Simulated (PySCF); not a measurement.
CH₈O₃Si₂, SMILES CO[Si@@H](O)[SiH2]O.

The structure is a stationary point at PBE-D3(BJ)/def2-SVP. The structure was generated by enumeration; whether it is a known compound was not checked. The values are those of a single conformer.

These are PBE-D3(BJ)/def2-SVP in PySCF 2.14.0 values and carry that method's errors.

Frequencies are harmonic and unscaled.

```tsv
mode	ν (cm⁻¹)	IR (km/mol)	moving atoms (share of kinetic energy)
1	24	1.0	O 63 %, H 20 %, Si 16 %
2	66	0.8	H 60 %, O 24 %, C 13 %
3	85	0.5	H 62 %, O 16 %, C 14 %
4	122	1.1	O 43 %, C 26 %, H 18 %, Si 13 %
5	140	6.0	O 49 %, H 28 %, Si 17 %
6	213	19.9	O 60 %, H 18 %, Si 13 %
7	283	9.1	Si 29 %, O 29 %, H 27 %, C 15 %
8	301	28.6	O 39 %, H 37 %, Si 23 %
9	341	92.6	H 48 %, O 32 %, Si 19 %
10	419	6.6	Si 53 %, H 33 %, O 15 %
11	465	63.0	H 91 %
12	495	16.7	H 64 %, Si 32 %
13	694	43.2	O 46 %, Si 30 %, H 13 %, C 12 %
14	713	15.2	H 91 %
15	731	130.3	H 84 %, Si 11 %
16	780	148.7	H 76 %, O 18 %
17	801	61.8	H 63 %, O 27 %, Si 10 %
18	849	200.6	O 36 %, H 33 %, Si 30 %
19	870	105.3	Si 42 %, O 35 %, H 22 %
20	888	48.9	H 77 %, O 13 %, Si 9 %
21	940	101.5	H 91 %
22	1034	213.6	H 86 %, O 8 %
23	1100	232.2	O 46 %, C 36 %, H 16 %
24	1130	0.8	H 77 %, C 19 %
25	1158	46.6	H 64 %, C 21 %, O 14 %
26	1417	6.3	H 90 %, C 9 %
27	1417	6.3	H 95 %
28	1425	8.6	H 97 %
29	2132	131.7	H 96 %
30	2142	107.0	H 97 %
31	2168	138.4	H 97 %
32	2931	74.7	H 97 %
33	3009	30.0	H 90 %, C 10 %
34	3051	20.1	H 90 %, C 10 %
35	3575	201.5	H 94 %
36	3754	70.8	H 94 %
```
